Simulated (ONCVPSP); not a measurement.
## V (Z = 23): ONCV pseudisation with Wu-Cohen, scalar-relativistic reference atom.

ONCVPSP 4.0.1 input, shortened (lines: element, Z, core and valence counts, functional; n l f; lmax; l rc ep ncon nbas qcut; lloc lpopt rc5 dvloc0; l nproj debl; icmod fcfact rcfact), Wu-Cohen, scalar-relativistic:

```
  V 23.00    5    2  -118130      upf
    1    0    2.00
    2    0    2.00
    2    1    6.00
    3    0    2.00
    3    1    6.00
    3    2    3.00
    4    0    2.00
    2
    0    3.05    0.00    4    7    2.80
    1    2.75    0.27    5    9    3.60
    2    1.15    0.00    3    6    8.20
    4    1    1.10    3.00
    0    2    0.90
    1    2    0.50
    2    3    1.50
    3    2.75    1.30
```

In the p channel the program set the typed energies aside and used 0.050, 0.550 Ha.

All-electron outer shells of the reference configuration (Wu-Cohen, scalar-relativistic, ld1.x):

| shell | level (eV) | outermost node (bohr) | outermost maximum (bohr) |
| --- | --- | --- | --- |
| 3p | -43.97 | 0.35 | 0.84 |
| 3d | -5.19 | – | 0.90 |
| 4s | -4.73 | 1.17 | 2.76 |

Calculated quality:

| Property | Result |
| --- | --- |
| Ghost test | ghosts flagged at negative energy: s at -13.4 eV; GHOST(+) flagged for p at 32.5 eV, d at 205.7 eV; a true bound ghost makes a file unfit for plane-wave use |
| Largest excitation error | -195 meV (all-electron minus pseudo) for 3d2 4s0, out of 4 test configurations |
| rms error of d²Exc/dni dnj | 19.21 mHa without and 14.21 mHa with the model core |

Generation and tests took about 4.4 s on one core of a shared server CPU.
